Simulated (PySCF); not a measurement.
Si(NHSiH3)(Cl)3 (Cl₃H₄NSi₂), SMILES N([SiH3])[Si](Cl)(Cl)Cl.

Geometry optimised at PBE0-D3(BJ)/def2-SVP. The values are those of a single conformer.

Two levels are set side by side: TDDFT-PBE/def2-SVPD (PySCF) and TDDFT-B3LYP/def2-SVPD (PySCF). Vertical, same geometry. The lowest singlet is HOMO→LUMO 99 % with PBE and HOMO→LUMO 98 % with the other functional; states are paired by order. Differences are taken from unrounded values.

| quantity | TDDFT-B3LYP |
|---|---|
| lowest singlet excitation (eV) | 6.32 |
| lowest triplet excitation (TDA) (eV) | 6.01 |
| first bright state (f over 0.05) (eV) | 7.93 |
| its oscillator strength | 0.10 |

Question: What does TDDFT-PBE give, and how far is it from TDDFT-B3LYP? (Estimate from the structure and the level; the computed values follow.)

Answer: 
```json
[
 {"quantity": "lowest singlet excitation (eV)", "TDDFT-PBE": "5.62", "TDDFT-PBE minus TDDFT-B3LYP": "-0.69"},
 {"quantity": "lowest triplet excitation (TDA) (eV)", "TDDFT-PBE": "5.41", "TDDFT-PBE minus TDDFT-B3LYP": "-0.60"},
 {"quantity": "first bright state (f over 0.05) (eV)", "TDDFT-PBE": "7.19", "TDDFT-PBE minus TDDFT-B3LYP": "-0.73"},
 {"quantity": "its oscillator strength", "TDDFT-PBE": "0.05", "TDDFT-PBE minus TDDFT-B3LYP": "-0.05"}
]
```

Functionals without exact exchange tend to place singlet excitations lower, as here. Differences between two approximate levels are no errors against the true value.

Rough cost on one machine, each run with all the roots and properties that it gave: TDDFT-B3LYP against TDDFT-PBE about 5 times.
